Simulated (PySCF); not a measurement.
**Excitation energy of V by level of theory**

V [Ar] 3d3 4s2 (4F) → V [Ar] 3d5 (6S), as a difference of total energies. Calculation: PySCF 2.14, in def2-QZVPPD (11s6p5d3f2g, 93 functions); the non-relativistic Hamiltonian (point nucleus). Correlated levels: valence: [Ar] frozen. The calculations carry no spin-orbit coupling.

```csv
method,excitation energy (eV)
UHF,3.502
MP2 (valence),2.448
SCS-MP2 (valence),3.933
CCSD (valence),2.740
CCSD(T) (valence),2.654
```

Problem. How much does correlation contribute at CCSD(T) (valence)?

Solution. 2.654 − (3.502) = -0.848 eV, measured against UHF.

The coupled-cluster amplitudes are large for the upper state (T1 above 0.03 or a double amplitude above 0.15), so a single reference is strained.
